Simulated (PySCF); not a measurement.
Mg(SeH)(SiMe3), SMILES C[Si](C)(C)[Mg][SeH], GFN2-xTB optimised geometry.

```
16

Mg    -0.78     0.16     0.00
Se    -2.41     2.08     0.00
H     -3.78     1.72    -0.01
Si     1.69     0.16     0.00
C      2.16     1.21    -1.54
C      2.71    -1.46    -0.03
C      2.17     1.16     1.57
H      3.20     1.50    -1.54
H      1.96     0.67    -2.46
H      1.56     2.13    -1.56
H      2.49    -2.05    -0.92
H      2.49    -2.08     0.84
H      3.78    -1.25    -0.03
H      1.98     0.59     2.47
H      1.57     2.08     1.62
H      3.21     1.45     1.57
```

Density from B3LYP/def2-TZVP (PySCF 2.14.0) at that geometry.

Minimum of the electron density along straight lines between bonded atoms, close to the bond critical point (lines longer than 1.1 times the sum of covalent radii, or with two minima, are not listed):

```csv
bond,length / Å,ρ at the minimum / e bohr⁻³,∇²ρ there / e bohr⁻⁵,position (fraction from the first atom)
Mg1–Se2,2.510,0.037,0.13,0.37
Se2–H3,1.415,(withheld),(withheld),0.62
Mg1–Si4,2.465,0.047,(withheld),0.38
Si4–C5,1.919,0.113,0.13,0.39
Si4–C6,1.918,0.113,0.12,0.39
Si4–C7,1.919,0.113,0.13,0.39
C5–H8,1.087,0.275,-0.92,0.64
C5–H9,1.089,0.274,-0.92,0.64
C5–H10,1.091,0.274,-0.91,0.64
C6–H11,1.086,0.276,-0.93,0.64
C6–H12,1.086,0.276,-0.93,0.64
C6–H13,1.087,0.275,-0.92,0.64
C7–H14,1.089,0.274,-0.92,0.64
C7–H15,1.091,0.274,-0.91,0.64
C7–H16,1.087,0.275,-0.92,0.64
```

**Question.** Complete the blanks.

**Answer.** 
- Se2–H3, ρ at the minimum / e bohr⁻³: 0.190
- Se2–H3, ∇²ρ there / e bohr⁻⁵: -0.31
- Mg1–Si4, ∇²ρ there / e bohr⁻⁵: 0.10
